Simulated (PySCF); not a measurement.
C₈H₁₅F.
Atom-mapped SMILES: `[CH3:1][CH2:2][CH2:3]/[C:4]([CH3:5])=[C:6](/[F:7])[CH2:8][CH3:9]` (hydrogens: H10, H11, H12 on C1; H13, H14 on C2; H15, H16 on C3; H17, H18, H19 on C5; H20, H21 on C8; H22, H23, H24 on C9)

Method: PBE0-D3(BJ)/def2-SVP geometry optimisation, gas phase in PySCF 2.14.0; density fitting, grid level 1; the optimiser is geomeTRIC in internal coordinates, started from a GFN2-xTB structure with every atom displaced at random (about 0.01 Å).

Step 0: E = -11236.8506 eV
```
atom  x, y, z in Å  |  force x, y, z in eV/Å
C1     -2.6372    0.9210   -0.0543   -0.911   0.747   0.758
C2     -1.5758   -0.0464    0.3428    0.364   0.124  -0.435
C3     -0.5733   -0.2456   -0.7931    1.644  -0.237   1.938
C4      0.5601   -1.2118   -0.4015   -3.431  -0.873  -1.516
C5      0.2286   -2.6662   -0.6847    0.512   1.011   0.877
C6      1.6553   -0.8171    0.1709    2.858   0.221   1.325
F7      2.6067   -1.7634    0.5005   -0.535   0.638  -0.177
C8      2.1486    0.5668    0.4931   -1.225  -0.341  -0.368
C9      3.0523    1.0950   -0.5839   -0.086   0.088  -0.854
H10    -3.3794    1.0700    0.7607    0.177  -0.077  -0.264
H11    -2.2364    1.9135   -0.2794    0.188   0.236  -0.110
H12    -3.1852    0.5898   -0.9288   -0.312  -0.207  -0.519
H13    -2.0556   -0.9912    0.5896   -0.001  -0.527   0.240
H14    -1.0689    0.3231    1.2429    0.188  -0.118   0.145
H15    -0.1291    0.7121   -1.0540    0.007   0.515  -0.218
H16    -1.0763   -0.6179   -1.6529   -0.602  -0.491  -1.162
H17     0.1623   -2.8133   -1.7504   -0.090  -0.253  -0.806
H18     0.9972   -3.3013   -0.2661    0.382  -0.482   0.064
H19    -0.7249   -2.9466   -0.2277   -0.277   0.005   0.031
H20     2.6641    0.5195    1.4435    0.290  -0.012   0.613
H21     1.2680    1.2286    0.6254    0.275  -0.125   0.031
H22     2.5252    1.1408   -1.5579    0.031   0.079   0.234
H23     3.4359    2.0913   -0.3631    0.138   0.305   0.125
H24     3.8945    0.4251   -0.7447    0.415  -0.226   0.049
```

Step 1: E = -11237.0703 eV
```
atom  x, y, z in Å  |  force x, y, z in eV/Å
C1     -2.7027    0.9623   -0.0270    0.101  -0.090  -0.148
C2     -1.6156   -0.0222    0.3791   -0.086   0.008   0.069
C3     -0.6025   -0.2683   -0.7344   -0.117  -0.194  -0.439
C4      0.5079   -1.2370   -0.4171    0.332   0.224   0.441
C5      0.2691   -2.6874   -0.6837   -0.166  -0.104  -0.170
C6      1.6689   -0.8137    0.1156   -0.331   0.069  -0.539
F7      2.6832   -1.6871    0.2738   -0.016  -0.151   0.230
C8      2.0985    0.5744    0.4410    0.291   0.027   0.119
C9      3.1415    1.0804   -0.5577   -0.043  -0.102   0.034
H10    -3.4222    1.1249    0.7841   -0.089   0.042   0.090
H11    -2.2712    1.9392   -0.3006   -0.021   0.000   0.018
H12    -3.2630    0.5963   -0.9049    0.021   0.024   0.053
H13    -2.0789   -0.9774    0.6813    0.054  -0.017   0.009
H14    -1.0867    0.3526    1.2727    0.007  -0.021  -0.007
H15    -0.1873    0.6994   -1.0620   -0.005  -0.005   0.021
H16    -1.1428   -0.6690   -1.6242    0.131   0.169   0.255
H17     0.2342   -2.8950   -1.7718    0.004   0.028   0.135
H18     1.0423   -3.3245   -0.2373    0.022   0.010  -0.019
H19    -0.7104   -2.9909   -0.2745    0.040  -0.033  -0.022
H20     2.5362    0.5667    1.4603   -0.088  -0.004  -0.151
H21     1.2321    1.2476    0.4772   -0.033  -0.018   0.004
H22     2.6987    1.1825   -1.5574   -0.032   0.002  -0.093
H23     3.5525    2.0551   -0.2693    0.024   0.112   0.085
H24     3.9751    0.3668   -0.6364    0.000   0.022   0.025
```

Step 2: E = -11237.0985 eV
```
atom  x, y, z in Å  |  force x, y, z in eV/Å
C1     -2.7541    0.9057    0.0036    0.019  -0.041  -0.014
C2     -1.6289   -0.0465    0.3784   -0.012   0.008   0.055
C3     -0.6206   -0.2477   -0.7513    0.055   0.044  -0.269
C4      0.5044   -1.1956   -0.4288   -0.092   0.043   0.062
C5      0.2373   -2.6455   -0.6952    0.029  -0.074   0.115
C6      1.6642   -0.7771    0.0981   -0.179  -0.058  -0.050
F7      2.6077   -1.6940    0.4015    0.114   0.032  -0.038
C8      2.1323    0.6090    0.3883    0.062  -0.039   0.034
C9      3.2471    1.0566   -0.5566   -0.049  -0.021  -0.015
H10    -3.4691    1.0347    0.8303    0.006   0.005  -0.005
H11    -2.3623    1.9015   -0.2600   -0.003   0.004   0.009
H12    -3.3159    0.5352   -0.8692   -0.006   0.001   0.006
H13    -2.0498   -1.0233    0.6729    0.018  -0.004   0.007
H14    -1.0977    0.3297    1.2697    0.004   0.001  -0.004
H15    -0.2295    0.7322   -1.0708   -0.009   0.027   0.043
H16    -1.1563   -0.6466   -1.6337    0.022   0.058   0.039
H17     0.1877   -2.8479   -1.7797    0.008   0.052   0.014
H18     1.0111   -3.2919   -0.2632    0.004  -0.016  -0.008
H19    -0.7385   -2.9443   -0.2765    0.019  -0.011   0.005
H20     2.5026    0.6291    1.4284   -0.016  -0.011  -0.010
H21     1.2838    1.3050    0.3471   -0.016   0.002  -0.012
H22     2.8753    1.1348   -1.5903    0.012  -0.003   0.013
H23     3.6556    2.0354   -0.2638   -0.014  -0.005   0.013
H24     4.0700    0.3273   -0.5523    0.022   0.007   0.010
```

Q: Estimate the geometry and energy of step 3. (The exact step hangs on the optimiser's Hessian estimate; all steps are aligned on step 2, rigid shifts and turns removed.)

A: E = -11237.1031 eV, largest force 0.149 eV/Å
```
atom  x, y, z in Å  |  force x, y, z in eV/Å
C1     -2.7315    0.9219    0.0092   -0.014  -0.012   0.028
C2     -1.6096   -0.0391    0.3678   -0.028   0.006   0.010
C3     -0.6120   -0.2433   -0.7721    0.008  -0.044  -0.070
C4      0.4947   -1.2101   -0.4405    0.059  -0.079   0.047
C5      0.2386   -2.6678   -0.6811   -0.063   0.028   0.014
C6      1.6549   -0.7935    0.0810    0.061   0.119   0.067
F7      2.6175   -1.6918    0.3863   -0.052  -0.047  -0.070
C8      2.1077    0.5941    0.3823   -0.011   0.026  -0.029
C9      3.2206    1.0673   -0.5501   -0.012   0.016   0.004
H10    -3.4373    1.0521    0.8444    0.016   0.001  -0.020
H11    -2.3364    1.9171   -0.2516    0.002   0.005   0.001
H12    -3.3056    0.5607   -0.8589   -0.007  -0.004  -0.006
H13    -2.0324   -1.0154    0.6609    0.008  -0.001   0.005
H14    -1.0662    0.3270    1.2558    0.001   0.009  -0.005
H15    -0.2091    0.7346   -1.0835    0.014  -0.019   0.034
H16    -1.1553   -0.6265   -1.6528   -0.016  -0.007  -0.035
H17     0.1890   -2.8790   -1.7626   -0.010  -0.006  -0.026
H18     1.0204   -3.3022   -0.2453    0.005   0.022  -0.004
H19    -0.7322   -2.9726   -0.2565   -0.001  -0.001   0.010
H20     2.4697    0.6102    1.4241    0.002  -0.013   0.030
H21     1.2484    1.2776    0.3413    0.023   0.017   0.003
H22     2.8581    1.1481   -1.5870    0.012  -0.003   0.022
H23     3.6057    2.0514   -0.2416   -0.007  -0.018  -0.017
H24     4.0590    0.3554   -0.5426    0.012   0.006   0.006
```

The energy changes by -0.0046 eV. The first-order estimate −F·Δx gives -0.0149 eV and the mean of the old and new forces, exact on a quadratic surface, -0.0054 eV. The step makes an angle of 77° with the force vector and moves no atom by more than 0.057 Å.

The cost below is that of the whole optimisation. Hardware: an Arm Neoverse V1 with one thread, no GPU (shared host). Cost: 3.5 min wall, 0.93 GiB resident at most.
